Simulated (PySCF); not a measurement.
States of one metal complex from SC-NEVPT2 in the d shell, PySCF, above the ground state:

| 2S+1 | degeneracy | energy / cm⁻¹ | f (electric dipole) |
| --- | --- | --- | --- |
| 2 | 3 | 0 | – |
| 2 | 2 | 36091 | 0 |

Which of these complexes, all computed at model or optimised geometries, gave the data?
A. [MoO4]3- (d1, tetrahedral)
B. MnF6 (d1, octahedral)
C. [Ru(H2O)6]3+ (d5, octahedral)
D. Cu(OH)2 (d9, linear)

B. MnF6 (d1, octahedral) has 2T2g, then 2Eg at 36091 cm⁻¹ (NEVPT2). The others: [Ru(H2O)6]3+ (d5, octahedral) has 2T2g-like, then 2T2g-like at 4500, 2T2g-like at 4732 cm⁻¹ (NEVPT2); [MoO4]3- (d1, tetrahedral) has 2E, then 2T2 at 13949 cm⁻¹ (NEVPT2); Cu(OH)2 (d9, linear) has 2Ag, then 2Bg at 532, 2Ag at 5068 cm⁻¹ (NEVPT2).

The d shell alone is too small an active space for MnF6 (an active orbital has only 0.53 squared overlap with the free ion's shell): its levels, fitted parameters, g values and moments show what this model gives and aren't sound predictions.

The d shell alone is too small an active space for [Ru(H2O)6]3+ (an active orbital has only 0.70 squared overlap with the free ion's shell): its levels, fitted parameters, g values and moments show what this model gives and aren't sound predictions.

The d shell alone is too small an active space for [MoO4]3- (an active orbital has only 0.56 squared overlap with the free ion's shell): its levels, fitted parameters, g values and moments show what this model gives and aren't sound predictions.

On MnF6: The geometry is a model, and the complex may not exist in this form. Charge-transfer states lie outside this active space and may come lower than some of these levels. The ground state is orbitally degenerate in this regular structure, which would distort (Jahn–Teller). NEVPT2 on the d shell alone tends to put d–d bands too high for such charged or covalently bound ions.
